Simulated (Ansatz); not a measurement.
H₆HfO₄Sn, SMILES [Hf]([O][SnH3])([OH])([OH])[OH], multiplicity 1. Atoms are numbered in the order given.

```xyz
12

O      0.6986     0.2031     0.1470
Hf    -1.1991    -0.2056     0.0025
O     -1.5179    -1.9650     0.7658
H     -1.7118    -2.8252     1.1346
O     -1.7002    -0.1873    -1.8759
H     -1.9786    -0.1886    -2.7902
O     -2.2035     1.1427     0.9790
H     -2.7295     1.7882     1.4480
Sn     2.6310     0.6187     0.2950
H      2.7523     2.1955     0.9690
H      3.2802     0.5480    -1.2954
H      3.3209    -0.5732     1.3240
```
Charge 0, spin multiplicity 1.

The structure is a stationary point at B3LYP-D3(BJ)/def2-SVP. The spin state was assumed, not searched. The def2 effective core potentials stand for the cores of Hf, Sn; spin–orbit coupling is left out. Other conformers were not sampled.

Two levels are set side by side: PBE-D3(BJ)/def2-SVP (Ansatz, an electronic-structure program) and B3LYP-D3(BJ)/def2-SVP (Ansatz). Each level has its own optimised geometry; the coordinates shown are those of the second. Differences are taken from unrounded values.

| quantity | B3LYP-D3(BJ) |
|---|---|
| mean bond length (Å) | 1.617 |
| bond O1–Hf2 (Å) | 1.947 |
| bond O1–Sn9 (Å) | 1.982 |
| bond Hf2–O3 (Å) | 1.944 |
| bond Hf2–O5 (Å) | 1.944 |
| bond Hf2–O7 (Å) | 1.944 |
| bond O3–H4 (Å) | 0.956 |
| bond O5–H6 (Å) | 0.956 |
| bond O7–H8 (Å) | 0.956 |
| bond Sn9–H10 (Å) | 1.719 |
| bond Sn9–H11 (Å) | 1.719 |
| bond Sn9–H12 (Å) | 1.719 |

Task: What does PBE-D3(BJ) give, and how far is it from B3LYP-D3(BJ)? (An estimate is asked for; the answer gives what the named calculation found.)

Result: 
```csv
quantity,PBE-D3(BJ),PBE-D3(BJ) minus B3LYP-D3(BJ)
mean bond length (Å),1.623,0.006
bond O1–Hf2 (Å),1.950,0.004
bond O1–Sn9 (Å),1.993,0.011
bond Hf2–O3 (Å),1.945,0.001
bond Hf2–O5 (Å),1.945,0.001
bond Hf2–O7 (Å),1.945,0.001
bond O3–H4 (Å),0.963,0.007
bond O5–H6 (Å),0.963,0.007
bond O7–H8 (Å),0.963,0.007
bond Sn9–H10 (Å),1.729,0.010
bond Sn9–H11 (Å),1.729,0.010
bond Sn9–H12 (Å),1.729,0.010
```

Exact exchange shortens and stiffens bonds; PBE has none. Differences between two approximate levels are no errors against the true value.
